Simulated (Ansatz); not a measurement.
Gas-phase electronic energies from Ansatz, PBE0-D4/def2-TZVP geometries. CBS: MP2 limit from def2 TZ/QZ plus the TZ coupled-cluster correction, frozen cores. This one scheme is used for every species. DFT in def2-TZVPP. B3LYP here is the variant with VWN-RPA as its local correlation; programs differ in this. def2 core potentials past Kr. For I outer-core shells are correlated without core-valence functions, which leaves a few kJ/mol of doubt a bond. One conformer a species, not always the lowest.

Reaction (ligand exchange at the Si–O bond): `CO[Si](Cl)(Cl)Cl` + HI → `Cl[Si](Cl)(Cl)I` + CH₃OH

`CO[Si](Cl)(Cl)Cl`:

Z-matrix (Å, degrees):
```
C
O 1 1.417
H 1 1.093 2 110.9
H 1 1.093 2 110.8 3 -121.6
H 1 1.089 2 107.5 3 119.2
Si 2 1.608 1 126.0 3 60.4
Cl 6 2.017 2 107.3 1 -180.0
Cl 6 2.033 2 110.9 1 -59.9
Cl 6 2.033 2 110.9 1 59.9
```

HI:

Cartesian coordinates in Å:
```
I 0.786 0.174 0.010
H -0.786 -0.174 -0.010
```

`Cl[Si](Cl)(Cl)I`:

```xyz
5

Cl    1.688    0.070   -1.162
Si    0.030   -0.058   -0.003
Cl   -1.215   -1.452   -0.787
Cl    0.576   -0.639    1.861
I    -1.079    2.079    0.091
```

CH₃OH:

```xyz
6

C    -0.316   -0.158   -0.045
O     1.022    0.173   -0.338
H    -0.657   -0.834   -0.830
H    -0.973    0.721   -0.043
H    -0.418   -0.674    0.917
H     1.343    0.771    0.340
```

```
             level  ΔE (kcal/mol)
        r2SCANh-D4           10.0
           ωB97X-V           10.7
             B3LYP           10.8
           r2SCAN0            9.9
  CCSD(T)/def2-SVP           12.4
SCS-MP2/def2-QZVPP            9.3
      HF/CBS(def2)           14.4
     MP2/CBS(def2)            6.4
```

(1) What does CCSD(T)/CBS give? (An estimate is asked.)

Largest T1 diagnostic among the species: 0.010.

## Answers

(1) The calculation gave: +9.0 kcal/mol. The listed levels differ from it by 1.0, 1.7, 1.8, 0.9, 3.4, 0.3, 5.4, -2.6 kcal/mol.

Leaving LDA and LC-ωPBE aside and taking each functional with its dispersion term where it has one, the values, not all of them listed here, spread over 6.2 kcal/mol, from PBE-D4 to CAM-B3LYP-D4. LDA lies +2.7 kcal/mol from PBE without D4. From BLYP to BHLYP (50 % exact exchange), in def2-TZVPP and without D4, ΔE moves by +2.4 kcal/mol.
